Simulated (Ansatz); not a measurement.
The cluster Au4F3, relaxed as a doublet with UKS PBE-D4/def2-SVP in Ansatz, starting from the GFN2-xTB geometry. Force threshold 0.02 eV/Å.

In the def2 sets Au takes a core potential; there is no spin–orbit coupling. The relaxation made no stability test and no search for a lower SCF solution. No other spin state of charge 0 was run. The structure comes from a short search, and lower isomers may exist.

Start:

Cartesian coordinates in Å:
```
Au -1.2824 -1.6932 0.1300
Au -0.0257 -0.8042 -2.0963
Au 1.3517 1.2772 -1.3035
Au 0.7361 1.4763 1.3278
F -0.3996 -0.2032 1.1915
F -2.1421 -3.0942 -0.7881
F 1.7621 3.0412 1.5386
```

```
step  energy (eV)  largest force component (eV/Å)  SCF passes
   1  -22916.1014                           0.974          26
   2  -22916.2115                           0.236          27
   3  -22916.2831                           0.228          28
   4  -22916.3580                           0.307          28
   5  -22916.4429                           0.156          30
   6  -22916.5225                           0.229          29
   7  -22916.5873                           0.080          29
   8  -22916.5916                           0.034          24
   9  -22916.5917                           0.014          24
```

Force components are those of the run's own axes.

End:

```xyz
7

Au   -1.172   -1.463    0.401
Au   -0.072   -0.789   -2.040
Au    1.254    1.287   -1.247
Au    0.521    1.188    1.411
F    -0.741   -0.312    2.061
F    -1.531   -2.519   -1.271
F     1.743    2.608    0.684
```

By distances, no bond broke or formed. The bond that changes most is Au1–F6, from 1.88 to 2.01 Å (atoms count from 1).

No frequencies were taken in this run, so the end may be a saddle point.

It took 17 s on 4 threads of Intel Xeon 6975P-C on a shared host.
